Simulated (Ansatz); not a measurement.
The cluster Mo3⁺. The state is a doublet with charge 1. Geometry B3LYP-D4/def2-TZVP.

| atom | x (Å) | y (Å) | z (Å) |
| --- | --- | --- | --- |
| Mo1 | -0.799 | -0.562 | 0.876 |
| Mo2 | -0.455 | 0.921 | -0.732 |
| Mo3 | 1.255 | -0.359 | -0.144 |

In the def2 sets Mo takes a core potential; there is no spin–orbit coupling. HSE06 is defined as in plane-wave codes, on full-range PBE exchange. At PBE-D4/def2-SVP, PBE-D4/def2-TZVP, BLYP-D4/def2-TZVP, PBE0-D4/def2-TZVP and others the charge 1 doublet is spin-contaminated (final ⟨S²⟩ up to 1.63, 0.75 for a pure state). The geometry of the doublet was relaxed on an unsound state (⟨S²⟩ 1.24, where a pure state has 0.75). The structure comes from a short search, and lower isomers may exist.

Q: Estimate the α-spin orbital energies around the gap (eV) in Ansatz with PBE-D4/def2-SVP, PBE-D4/def2-TZVP, BLYP-D4/def2-TZVP, PBE0-D4/def2-TZVP, HSE06-D4/def2-TZVP.

A: 
```json
{"orbital": "HOMO−9", "PBE-D4/def2-SVP": "-43.95", "PBE-D4/def2-TZVP": "-44.02", "BLYP-D4/def2-TZVP": "-44.02", "PBE0-D4/def2-TZVP": "-46.38", "HSE06-D4/def2-TZVP": "-45.98"}
{"orbital": "HOMO−8", "PBE-D4/def2-SVP": "-12.84", "PBE-D4/def2-TZVP": "-12.76", "BLYP-D4/def2-TZVP": "-12.56", "PBE0-D4/def2-TZVP": "-13.37", "HSE06-D4/def2-TZVP": "-13.00"}
{"orbital": "HOMO−7", "PBE-D4/def2-SVP": "-12.09", "PBE-D4/def2-TZVP": "-12.02", "BLYP-D4/def2-TZVP": "-11.84", "PBE0-D4/def2-TZVP": "-12.77", "HSE06-D4/def2-TZVP": "-12.39"}
{"orbital": "HOMO−6", "PBE-D4/def2-SVP": "-11.32", "PBE-D4/def2-TZVP": "-11.25", "BLYP-D4/def2-TZVP": "-11.13", "PBE0-D4/def2-TZVP": "-12.12", "HSE06-D4/def2-TZVP": "-11.74"}
{"orbital": "HOMO−5", "PBE-D4/def2-SVP": "-11.17", "PBE-D4/def2-TZVP": "-11.10", "BLYP-D4/def2-TZVP": "-10.97", "PBE0-D4/def2-TZVP": "-12.08", "HSE06-D4/def2-TZVP": "-11.70"}
{"orbital": "HOMO−4", "PBE-D4/def2-SVP": "-10.63", "PBE-D4/def2-TZVP": "-10.57", "BLYP-D4/def2-TZVP": "-10.43", "PBE0-D4/def2-TZVP": "-11.49", "HSE06-D4/def2-TZVP": "-11.11"}
{"orbital": "HOMO−3", "PBE-D4/def2-SVP": "-10.34", "PBE-D4/def2-TZVP": "-10.28", "BLYP-D4/def2-TZVP": "-10.18", "PBE0-D4/def2-TZVP": "-10.89", "HSE06-D4/def2-TZVP": "-10.51"}
{"orbital": "HOMO−2", "PBE-D4/def2-SVP": "-10.20", "PBE-D4/def2-TZVP": "-10.15", "BLYP-D4/def2-TZVP": "-10.01", "PBE0-D4/def2-TZVP": "-10.89", "HSE06-D4/def2-TZVP": "-10.51"}
{"orbital": "HOMO−1", "PBE-D4/def2-SVP": "-10.15", "PBE-D4/def2-TZVP": "-10.09", "BLYP-D4/def2-TZVP": "-9.95", "PBE0-D4/def2-TZVP": "-10.66", "HSE06-D4/def2-TZVP": "-10.30"}
{"orbital": "HOMO", "PBE-D4/def2-SVP": "-8.41", "PBE-D4/def2-TZVP": "-8.36", "BLYP-D4/def2-TZVP": "-8.21", "PBE0-D4/def2-TZVP": "-9.51", "HSE06-D4/def2-TZVP": "-9.12"}
{"orbital": "LUMO", "PBE-D4/def2-SVP": "-8.22", "PBE-D4/def2-TZVP": "-8.17", "BLYP-D4/def2-TZVP": "-8.02", "PBE0-D4/def2-TZVP": "-7.17", "HSE06-D4/def2-TZVP": "-7.55"}
{"orbital": "LUMO+1", "PBE-D4/def2-SVP": "-7.84", "PBE-D4/def2-TZVP": "-7.78", "BLYP-D4/def2-TZVP": "-7.75", "PBE0-D4/def2-TZVP": "-6.66", "HSE06-D4/def2-TZVP": "-7.03"}
{"orbital": "LUMO+2", "PBE-D4/def2-SVP": "-7.66", "PBE-D4/def2-TZVP": "-7.60", "BLYP-D4/def2-TZVP": "-7.58", "PBE0-D4/def2-TZVP": "-6.41", "HSE06-D4/def2-TZVP": "-6.79"}
{"orbital": "LUMO+3", "PBE-D4/def2-SVP": "-7.52", "PBE-D4/def2-TZVP": "-7.48", "BLYP-D4/def2-TZVP": "-7.37", "PBE0-D4/def2-TZVP": "-6.04", "HSE06-D4/def2-TZVP": "-6.40"}
{"orbital": "LUMO+4", "PBE-D4/def2-SVP": "-7.24", "PBE-D4/def2-TZVP": "-7.19", "BLYP-D4/def2-TZVP": "-7.17", "PBE0-D4/def2-TZVP": "-5.94", "HSE06-D4/def2-TZVP": "-6.34"}
{"orbital": "LUMO+5", "PBE-D4/def2-SVP": "-7.01", "PBE-D4/def2-TZVP": "-6.96", "BLYP-D4/def2-TZVP": "-6.90", "PBE0-D4/def2-TZVP": "-5.84", "HSE06-D4/def2-TZVP": "-6.24"}
{"orbital": "β HOMO", "PBE-D4/def2-SVP": "-9.83", "PBE-D4/def2-TZVP": "-9.76", "BLYP-D4/def2-TZVP": "-9.70", "PBE0-D4/def2-TZVP": "-10.20", "HSE06-D4/def2-TZVP": "-9.83"}
{"orbital": "β LUMO", "PBE-D4/def2-SVP": "-8.00", "PBE-D4/def2-TZVP": "-7.95", "BLYP-D4/def2-TZVP": "-7.83", "PBE0-D4/def2-TZVP": "-6.83", "HSE06-D4/def2-TZVP": "-7.20"}
```
